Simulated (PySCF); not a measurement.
Finite-field polarisability of Fe (iron, neutral)

[Ar] 3d6 4s2, high-spin 5D determinant. All numbers are calculated (PySCF 2.14, the non-relativistic Hamiltonian (point nucleus), in dyall-av2z (16s12p7d2f, 101 functions)). Frozen: [Ar]. Energy changes in a uniform field (μhartree):

| axis | F (au) | HF | MP2 | CCSD | CCSD(T) |
| --- | --- | --- | --- | --- | --- |
| x | 0.0015 | -94.720 | -53.848 | -72.605 | -71.174 |
| x | 0.003 | -379.081 | -216.310 | -290.578 | -284.840 |
| z | 0.0015 | -99.467 | -37.541 | -74.871 | -73.755 |
| z | 0.003 | -397.858 | -155.895 | -299.767 | -295.237 |

By symmetry the remaining axis equals x.

**Question.** Derive α along x at CCSD(T) from the two fields.

**Answer.** With ΔE = −αF²/2 − γF⁴/24, α = −(16 ΔE(F) − ΔE(2F))/(6F²) = 63.25 bohr³.

**Question.** And the mean polarisability at each level?

**Answer.** The components xx, yy, zz at CCSD(T) are 63.25, 63.25, 65.54, the third axis being equal by symmetry to one of the two computed. Means: HF 85.59, MP2 42.85, CCSD 65.19, CCSD(T) 64.02 bohr³. Reference: 62 ± 4 bohr³ (recommended; Schwerdtfeger and Nagle, table of static dipole polarizabilities (2023 update)).

A double-zeta set is small for polarisabilities.
